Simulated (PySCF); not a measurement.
# Mo (molybdenum, neutral) across methods

[Kr] 4d5 5s1, high-spin 7S determinant. All numbers are calculated (PySCF 2.14, a scalar-relativistic core potential, in aug-cc-pwCVDZ-PP with ECP28MDF (6s6p5d3f, 70 functions)).

```
   method  E (hartree)  mean ε 4p β (eV)  mean ε 4d α (eV)  mean ε 5s α (eV)  Σ⟨r²⟩ (bohr²)    ⟨S²⟩
     PBE0     -67.8774           -38.239            -5.818            -5.206          51.27  12.001
   r2SCAN     -67.9242           -36.694            -4.758            -4.955          50.85  12.001
    TPSSh     -67.8582           -37.162            -4.984            -4.814          51.45  12.000
      PBE     -67.8950           -36.185            -4.529            -4.669          51.76  12.000
      LDA     -67.7224           -36.254            -4.636            -4.886          51.80  12.000
      UHF    -67.34439           -43.421            -9.355            -6.479          51.66  12.003
   PBEsol     -67.7798           -36.123            -4.531            -4.725          51.60  12.000
CAM-B3LYP     -67.8217           -39.714            -6.944            -6.033          51.44  12.000
     BP86     -67.9570           -36.436            -4.609            -4.819          51.60  12.000
```

Energies and moments cover only the electrons outside the core potential.
